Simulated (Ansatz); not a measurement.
Frontier orbitals of CH₆O₃SZr, SMILES `C[S][Zr]([OH])([OH])[OH]`.

```tsv
atom	x (Å)	y (Å)	z (Å)
C1	-0.299	0.018	2.196
S2	-0.636	1.413	1.067
Zr3	0.040	0.223	-0.971
O4	-0.179	1.465	-2.415
O5	1.872	-0.330	-0.739
O6	-1.064	-1.339	-1.156
H7	0.469	-0.657	1.811
H8	0.065	0.426	3.139
H9	-1.213	-0.547	2.378
H10	-0.455	1.855	-3.239
H11	2.818	-0.307	-0.844
H12	-1.417	-2.220	-1.228
```

Total charge 0; spin multiplicity 1. Correlated methods include outer-core shells of Zr, which these sets cover unevenly. Zr takes the def2 core potential. The geometry is a stationary point of PBE0-D4/def2-TZVP. It is one conformer, not always the lowest. Basis def2-TZVPP, Ansatz 0.2.0.

```
functional  HOMO (eV)  LUMO (eV)
       PBE      -5.25      -1.29
```

Question: Give HOMO and LUMO (eV) with LDA (SPW92), revPBE, BLYP, r2SCAN, B97M-V, PBE0, B3LYP, r2SCANh, r2SCAN0, HSE06 (plane-wave form), BHLYP, CAM-B3LYP, LC-ωPBE, ωB97X-V, ωB97M-V. (An estimate is asked.)

Answer: Ansatz gave: 
| functional | HOMO | LUMO |
| --- | --- | --- |
| LDA (SPW92) | -5.38 | -1.51 |
| revPBE | -5.20 | -1.19 |
| BLYP | -5.10 | -1.17 |
| r2SCAN | -5.51 | -1.08 |
| B97M-V | -5.58 | -1.09 |
| PBE0 | -6.44 | -0.41 |
| B3LYP | -6.20 | -0.64 |
| r2SCANh | -5.94 | -0.76 |
| r2SCAN0 | -6.61 | -0.28 |
| HSE06 (plane-wave form) | -6.04 | -0.79 |
| BHLYP | -7.49 | 0.27 |
| CAM-B3LYP | -7.71 | 0.39 |
| LC-ωPBE | -9.06 | 1.35 |
| ωB97X-V | -8.73 | 1.25 |
| ωB97M-V | -8.58 | 0.68 |

B3LYP here is the variant with VWN-RPA as its local correlation; programs differ in this. LC-ωPBE has ω = 0.4 bohr⁻¹. Positive LUMOs are unbound and depend on the basis.
